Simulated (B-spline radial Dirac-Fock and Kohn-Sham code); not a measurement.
## Binding energies of Ti⁺ at several levels of theory

System: titanium as Ti⁺, 1s2 2s2 2p6 3s2 3p6 3d2 4s1.

The density-functional columns are spherical, spin-unpolarised Dirac-Kohn-Sham results without Breit or QED terms: −ε is minus the orbital energy of the initial state and ΔSCF the difference of two total energies. The reference in the last column comes from relaxed Dirac-Fock hole states (ΔSCF) with Breit and QED corrections and a finite nucleus. All numbers are from an atomic code on a B-spline grid, in eV; a selection of levels is shown. The Kohn-Sham columns are given as differences from the reference.

```
     level  LDA −ε − DF  LDA ΔSCF − DF  PBE −ε − DF  PBE ΔSCF − DF  Dirac-Fock
    K (1s)       -121.9           +7.5       -109.2          +20.7      4984.6
   L1 (2s)        -39.6          -17.4        -38.3          -16.1       582.3
L2 (2p1/2)        -25.6           +0.4        -25.4           +0.5       480.6
L3 (2p3/2)        -25.7           -0.1        -25.6           +0.1       475.0
M2 (3p1/2)         -7.1           +0.6         -7.1           +0.6       53.69
M3 (3p3/2)         -7.1           +0.6         -7.1           +0.6       53.04
 M4,5 (3d)         -4.7           +1.8         -4.9           +1.5       16.30
   N1 (4s)         -2.1           +1.1         -2.4           +0.9       12.72
```

For the outermost level NIST gives 13.5755 eV (measured); the differences from it are LDA −ε -2.98, LDA ΔSCF +0.22, PBE −ε -3.23, PBE ΔSCF 0.00, Dirac-Fock -0.86 eV.

Values without a named source are computed, but for edge energies of neutral atoms, which are taken from tables.
